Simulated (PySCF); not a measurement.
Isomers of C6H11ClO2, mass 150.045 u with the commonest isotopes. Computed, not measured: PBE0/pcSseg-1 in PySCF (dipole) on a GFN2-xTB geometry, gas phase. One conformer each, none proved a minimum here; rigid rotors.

Task: Order these by rotational constant A, largest first.
A. `[CH3:1][C:2](=[O:3])[O:4][C@@H:5]([CH3:6])[C@@H:7]([CH3:8])[Cl:9]` with C1–C2–O4–C5 -178°, C2–O4–C5–C6 125°, O4–C5–C7–C8 57°
B. `[CH3:1][CH2:2][C@H:3]([CH2:4][O:5][CH3:6])[C:7](=[O:8])[Cl:9]` with C1–C2–C3–C4 -175°, C2–C3–C4–O5 176°, C3–C4–O5–C6 178°, C2–C3–C7–O8 63°
C. `[CH3:1][O:2][CH2:3][C:4]([CH3:5])([CH3:6])[C:7](=[O:8])[Cl:9]` with C1–O2–C3–C4 180°, O2–C3–C4–C5 61°, C3–C4–C7–O8 0°
D. `[CH3:1][O:2][C@@H:3]([CH3:4])[C@@H:5]([CH3:6])[C:7](=[O:8])[Cl:9]` with C1–O2–C3–C4 79°, O2–C3–C5–C6 56°, C3–C5–C7–O8 -25°
E. `[CH3:1][CH2:2][C@@:3]([CH3:4])([O:5][CH3:6])[C:7](=[O:8])[Cl:9]` with C1–C2–C3–C4 63°, C2–C3–O5–C6 -179°, C2–C3–C7–O8 106°

Result: C (2858 MHz), D (2716 MHz), A (2573 MHz), B (1594 MHz), E (1456 MHz).

Task: Order these by dipole moment, smallest first.
A. `[CH3:1][O:2][C@@H:3]([CH3:4])[C@@H:5]([CH3:6])[C:7](=[O:8])[Cl:9]` with C1–O2–C3–C4 79°, O2–C3–C5–C6 56°, C3–C5–C7–O8 -25°
B. `[CH3:1][CH2:2][C@@:3]([CH3:4])([O:5][CH3:6])[C:7](=[O:8])[Cl:9]` with C1–C2–C3–C4 63°, C2–C3–O5–C6 -179°, C2–C3–C7–O8 106°
C. `[CH3:1][CH2:2][C@H:3]([CH2:4][O:5][CH3:6])[C:7](=[O:8])[Cl:9]` with C1–C2–C3–C4 -175°, C2–C3–C4–O5 176°, C3–C4–O5–C6 178°, C2–C3–C7–O8 63°

Result: B (2.38 D), A (2.82 D), C (3.62 D).

Task: Order these by out-of-plane moment Σ m c² = (Ia + Ib − Ic)/2, smallest first.
A. `[CH3:1][O:2][CH2:3][C:4]([CH3:5])([CH3:6])[C:7](=[O:8])[Cl:9]` with C1–O2–C3–C4 180°, O2–C3–C4–C5 61°, C3–C4–C7–O8 0°
B. `[CH3:1][C:2](=[O:3])[O:4][C@@H:5]([CH3:6])[C@@H:7]([CH3:8])[Cl:9]` with C1–C2–O4–C5 -178°, C2–O4–C5–C6 125°, O4–C5–C7–C8 57°
C. `[CH3:1][CH2:2][C@H:3]([CH2:4][O:5][CH3:6])[C:7](=[O:8])[Cl:9]` with C1–C2–C3–C4 -175°, C2–C3–C4–O5 176°, C3–C4–O5–C6 178°, C2–C3–C7–O8 63°
D. `[CH3:1][CH2:2][C@@:3]([CH3:4])([O:5][CH3:6])[C:7](=[O:8])[Cl:9]` with C1–C2–C3–C4 63°, C2–C3–O5–C6 -179°, C2–C3–C7–O8 106°
E. `[CH3:1][O:2][C@@H:3]([CH3:4])[C@@H:5]([CH3:6])[C:7](=[O:8])[Cl:9]` with C1–O2–C3–C4 79°, O2–C3–C5–C6 56°, C3–C5–C7–O8 -25°

Result: E (54.43 u·Å²), A (56.97 u·Å²), B (58.19 u·Å²), C (70.91 u·Å²), D (114.86 u·Å²).

```
                     SMILES  point group  Ia (u·Å²)  Ib (u·Å²)  Ic (u·Å²)      κ  μa (D)  μb (D)  μc (D)
      CC[C@@](C)(OC)C(=O)Cl           C1     347.14     378.25     495.66   0.45    1.49    1.83    0.33
CO[C@@H](C)[C@@H](C)C(=O)Cl           C1     186.10     692.63     769.88  -0.93    2.74    0.61    0.30
CC(=O)O[C@@H](C)[C@@H](C)Cl           C1     196.43     667.52     747.57  -0.91    1.42    0.47    2.45
        CC[C@H](COC)C(=O)Cl           C1     316.99     525.57     700.74  -0.45    1.48    3.11    1.12
          COCC(C)(C)C(=O)Cl           Cs     176.82     676.31     739.18  -0.94    2.55    1.00    0.00
```
